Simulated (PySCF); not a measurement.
CH4F2OSi. Atoms are numbered in the order given.

```xyz
9

C     -0.1801     1.8083     0.0000
Si    -0.0065    -0.0208     0.0000
O     -1.4836    -0.7346     0.0000
F      0.8460    -0.5311    -1.2790
F      0.8460    -0.5311     1.2790
H     -0.7314     2.1421     0.8922
H      0.8089     2.2910     0.0000
H     -0.7314     2.1421    -0.8922
H     -1.5336    -1.6961     0.0000
```
Charge 0, spin multiplicity 1.

Geometry: ωB97X-D3(BJ)/def2-SVP. The values are those of a single conformer.

The numbers are results of SMD-PBE0/def2-SVP in PySCF, not measurements.

Solvation free energies are E(SMD) − E(gas) at the gas-phase geometry, for 1 M in both phases. In vacuum the dipole moment is 1.19 D.

Problem. Estimate the solvation free energies in water, acetonitrile, tetrahydrofuran. (Estimate from the structure and the level; the computed values follow.)

Solution. 
| solvent | ΔG(solv) (kcal/mol) | its non-electrostatic (CDS) part | dipole (D) |
|---|---|---|---|
| water | -4.4 | 3.7 | 1.33 |
| acetonitrile | -5.3 | 0.5 | 1.42 |
| tetrahydrofuran | -4.4 | 0.0 | 1.40 |
